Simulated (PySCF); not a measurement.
C2H4BrCl, SMILES Br[C@@H](C)Cl.

Coordinates come from a B3LYP-D3(BJ)/def2-SVP optimisation.

All values below come from PBE/def2-TZVP (PySCF).

Isolated molecule, no solvent.

Computed frontier levels, gap, dipole moment and polarisability:
```
Item                                                                                                           Result
---------------------------------------------------------------------------------------------  ----------------------
highest occupied level                                                                                       -6.87 eV
lowest empty level                                                                                           -1.76 eV
orbital gap                                                                                                   5.11 eV
dipole moment                                                                                                  2.01 D
quadrupole, principal values (traceless, Buckingham form, about the centre of nuclear charge)   -3.72, 0.24, 3.48 D·Å
mean static polarisability                                                                       58.7 bohr³ (8.70 Å³)
polarisability, principal values                                                               45.2, 58.2, 72.8 bohr³
```
